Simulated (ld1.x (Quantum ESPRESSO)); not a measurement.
Values are calculated unless marked as measured or tabulated.
Hardness and transferability of assorted potentials

Generated with ld1.x 7.5 (TM, RRKJ, ultrasoft, PAW), atompaw 4.2 or ONCVPSP 4.0.1. The cutoff is in Ry: for ld1.x and atompaw files where the sum of valence levels is converged to 10 mRy in a Bessel basis, for ONCV files where the hardest occupied wave has 1 mHa per electron of residual kinetic energy. The error is the largest all-electron minus pseudo excitation energy over each file’s own four to seven test configurations (ionisations up to +4, promotions, holes and added fractions of an electron), all of which were solved. The labels leave out finer settings (local radius, basis sizes, second energies), which also bear on the numbers. Spin-polarised tests are not counted. The rows are a selection from randomly drawn settings: files with unsolved tests, undetermined cutoffs or missed reference levels are left out.

A true bound ghost makes a file unfit for plane-wave use even where its test errors are small: the radial tests pick states by their node count and pass the ghost by.

| element | potential | cutoff (Ry) | largest error (meV) | bound ghosts |
| --- | --- | --- | --- | --- |
| O | TM, PW91, scalar-relativistic, rc 0.95/1.30 (sp), local p, core correction yes, reference 2s1.5 2p4.5 | 80 | +486 | none |
| Cs | PAW, PBE, scalar-relativistic, rc 2.60/3.15/4.70 (spd), local smoothed, core correction yes, reference 5s2 5p6 5d0 6s1 6p0 | 8 | -17 | none |

(1) Fill in the row for I: RRKJ, PBE, fully relativistic, rc 1.80/1.65/0.80 (spd), local s, core correction yes, reference 4d10 5s1 5p6.

(2) Fill in the row for Pd: TM, PBE, scalar-relativistic, rc 1.00/1.10/1.60 (spd), local smoothed, core correction no, reference 4s2 4p6 4d9 5s0 5p0.

(3) Fill in the row for Co: TM, LDA (PZ), scalar-relativistic, rc 1.55/2.50/1.80 (spd), local smoothed, core correction no, reference 3d7 4s1 4p1.

Results:

(1) cutoff 260 Ry, largest error -510 meV, bound ghosts: none.

(2) cutoff 160 Ry, largest error +44 meV, bound ghosts: none.

(3) cutoff 90 Ry, largest error -111 meV, bound ghosts: s.
